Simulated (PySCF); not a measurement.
Zn(I)(SeH) (HISeZn), SMILES [SeH][Zn][I]. Atoms are numbered in the order given.

```xyz
4

Zn    -0.0130    -0.4137     0.0000
I      0.0036     2.0091     0.0000
Se    -0.0365    -2.6874     0.0000
H      1.4373    -2.7013     0.0000
```

Geometry optimised at r2SCAN-D4/def2-SVP. The structure was generated by enumeration; whether it is a known compound was not checked. The def2 effective core potentials stand for the cores of I; spin–orbit coupling is left out. One conformer was computed; it need not be the lowest.

All values below come from PBE/def2-TZVPD in PySCF.

Mulliken values depend strongly on the basis, most of all with diffuse functions as here. ESP charges are fitted to the potential on shells at 1.4 to 2.0 van der Waals radii. Atomic charges (e):

```csv
atom,Mulliken,ESP fit
Zn1,-0.09,(withheld)
I2,0.03,(withheld)
Se3,-0.10,(withheld)
H4,0.17,(withheld)
```

Question: Some entries are withheld; supply them. (Estimate from the structure and the level; the computed values follow.)

Answer: 
- Zn1, ESP fit: 0.39
- I2, ESP fit: -0.22
- Se3, ESP fit: -0.26
- H4, ESP fit: 0.09
